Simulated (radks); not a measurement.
Question: The magnesium ion Mg2+, [Ne]. Calculated with a radial shooting solver on a logarithmic mesh with Libxc functionals: non-relativistic Kohn-Sham, exchange-only LDA, spin-polarised, spherical densities, point nucleus. Every spin shell is full or empty, so the densities are truly spherical. Functionals are evaluated on that one density, not self-consistently. Rank these orbital-free kinetic functionals by their error against the exact value of the orbitals, and give that value: Thomas-Fermi, von Weizsacker, TF + vW, TF + vW/9, TF + vW/5, APBEK, Perdew 92, Thakkar, LKT, DePristo-Kress.

Answer: Exact: 197.471 hartree. From best to worst, with 100 (|E| - |E exact|)/|E exact| (equal figures are ties): DePristo-Kress -0.04, Thakkar -0.05, APBEK +0.19, Perdew 92 -0.54, TF + vW/9 -0.55, TF + vW/5 +5.36, Thomas-Fermi -7.94, von Weizsacker -33.51, LKT +34.32, TF + vW +58.55.
